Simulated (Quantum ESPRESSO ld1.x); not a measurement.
Values are calculated unless marked as measured or tabulated.
All-electron atom: Fe V in [Ar] 3d4. Level of theory: Dirac Kohn-Sham, relativistic LDA (MacDonald-Vosko exchange, VWN5 correlation), spin-unpolarised, spherical densities, point nucleus; open shells are shared between the two j in proportion to 2j + 1 (ld1.x of Quantum ESPRESSO 7.5).

Normalised radial functions P(r) = r R(r) (large component), r in bohr:

r,2p3/2,3p1/2,3d5/2
0.00193,0.0020,0.0012,0.0000
0.002176,0.0025,0.0015,0.0000
0.002454,0.0031,0.0018,0.0000
0.002745,0.0039,0.0022,0.0000
0.003095,0.0050,0.0027,0.0000
0.003489,0.0063,0.0033,0.0000
0.003934,0.0079,0.0040,0.0000
0.004436,0.0100,0.0050,0.0000
0.004961,0.0124,0.0060,0.0000
0.005594,0.0156,0.0074,0.0000
0.006307,0.0196,0.0092,0.0000
0.007111,0.0247,0.0113,0.0001
0.008018,0.0310,0.0140,0.0001
0.008968,0.0382,0.0170,0.0001
0.01011,0.0478,0.0210,0.0002
0.0114,0.0597,0.0260,0.0002
0.01285,0.0745,0.0320,0.0003
0.01438,0.0913,0.0389,0.0005
0.01621,0.1132,0.0478,0.0007
0.01828,0.1401,0.0586,0.0009
0.02061,0.1727,0.0717,0.0013
0.02323,0.2122,0.0874,0.0018
0.02599,0.2561,0.1049,0.0025
0.0293,0.3121,0.1269,0.0035
0.03304,0.3782,0.1528,0.0048
0.03725,0.4558,0.1830,0.0067
0.042,0.5459,0.2177,0.0092
0.04698,0.6418,0.2543,0.0124
0.05297,0.7575,0.2978,0.0170
0.05972,0.8862,0.3455,0.0231
0.06733,1.0267,0.3964,0.0312
0.07592,1.1766,0.4490,0.0419
0.08492,1.3217,0.4977,0.0548
0.09574,1.4777,0.5466,0.0725
0.1079,1.6279,0.5884,0.0951
0.1217,1.7639,0.6185,0.1235
0.1372,1.8768,0.6315,0.1589
0.1535,1.9527,0.6231,0.1989
0.1731,1.9941,0.5869,0.2502
0.1951,1.9870,0.5175,0.3106
0.22,1.9268,0.4118,0.3803
0.2481,1.8131,0.2686,0.4586
0.2775,1.6625,0.1032,0.5382
0.3128,1.4622,-0.1020,0.6282
0.3527,1.2350,-0.3261,0.7197
0.3977,0.9973,-0.5546,0.8082
0.4484,0.7662,-0.7706,0.8886
0.5015,0.5702,-0.9450,0.9512
0.5655,0.3917,-1.0871,0.9999
0.6376,0.2515,-1.1704,1.0251
0.7189,0.1499,-1.1889,1.0238
0.804,0.0858,-1.1487,0.9980
0.9066,0.0432,-1.0523,0.9450
1.022,0.0197,-0.9146,0.8690
1.152,0.0080,-0.7531,0.7744
1.299,0.0029,-0.5859,0.6670
1.453,0.0010,-0.4386,0.5607
1.639,0.0003,-0.3016,0.4468
1.848,0.0001,-0.1927,0.3393
2.083,0.0000,-0.1134,0.2439
2.349,0.0000,-0.0610,0.1647
2.627,0.0000,-0.0312,0.1072
2.962,0.0000,-0.0136,0.0626
3.34,0.0000,-0.0052,0.0334

2p3/2: eigenvalue -754.69 eV, 0 radial nodes, <r> = 0.237 bohr, 90 % of the charge inside 0.388 bohr. 3p1/2: eigenvalue -118.89 eV, 1 radial node at r = 0.295 bohr, <r> = 0.825 bohr, 90 % of the charge inside 1.26 bohr. 3d5/2: eigenvalue -63.612 eV, 0 radial nodes, <r> = 0.920 bohr, 90 % of the charge inside 1.52 bohr.
